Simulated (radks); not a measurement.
The numbers below are computed, except where a source is named.
Coulomb parameter of the 4f shell of neutral thulium in the model configuration [Xe] 4f11.5 5d1.5 6s2, as a second difference U = [E(n + 0.25) + E(n - 0.25) - 2 E(n)] / (0.25)^2 with all orbitals relaxed. "Bare": the charge of the atom changes with n. "Screened": the 5d shell takes up the change at fixed total charge, which measures U(4f,4f) + U(5d,5d) - 2 U(4f,5d). Level of theory: scalar-relativistic Kohn-Sham, SCAN, spin-unpolarised, spherical densities, finite nucleus; meta-GGA in the generalised Kohn-Sham scheme; Fermi nuclear charge, rms radius 5.2256 fm (a radial shooting solver on a logarithmic mesh with Libxc functionals).

\begin{tabular}{lrr}
case & configuration & E - E(n) (eV) \\ \hline
start & [Xe] 4f11.5 5d1.5 6s2 & 0.000 \\
bare +0.25 & [Xe] 4f11.75 5d1.5 6s2 & -2.856 \\
bare -0.25 & [Xe] 4f11.25 5d1.5 6s2 & 3.780 \\
screened +0.25 & [Xe] 4f11.75 5d1.25 6s2 & -2.506 \\
screened -0.25 & [Xe] 4f11.25 5d1.75 6s2 & 2.878 \\
\end{tabular}

U(bare) = 14.783 eV, U(screened by 5d) = 5.955 eV, against the Slater integral F0(4f,4f) = 34.451 eV with frozen orbitals. The step up makes a negative ion, whose loosely bound charge lowers the bare value.
